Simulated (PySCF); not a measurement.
Computed shifts of a molecule C5H6O2, PBE0/pcSseg-1 (PySCF), GIAO, gas phase, equivalent atoms averaged, in ppm (number of nuclei): ¹³C: 169.1 (1), 137.8 (2), 71.9 (1), 13.6 (1). ¹H: 6.96 (1), 6.88 (1), 4.24 (1), 2.07 (3). References: ¹³C against TMS (σ = 186.3 ppm); ¹⁷O against H2O (σ = 334.2 ppm); ¹H against TMS (σ = 31.56 ppm), references at their B3LYP-D3(BJ)/def2-TZVP geometries, non-relativistic. Geometry: B3LYP-D3(BJ)/def2-SVP. One conformer was computed; it need not be the lowest.

Pick the molecule that these values belong to.
(A) CC=C1OC=CO1
(B) C1=COC=COC1
(C) C=C1COC=CO1
(D) C[C@@]1(C=O)C=CO1

A, CC=C1OC=CO1
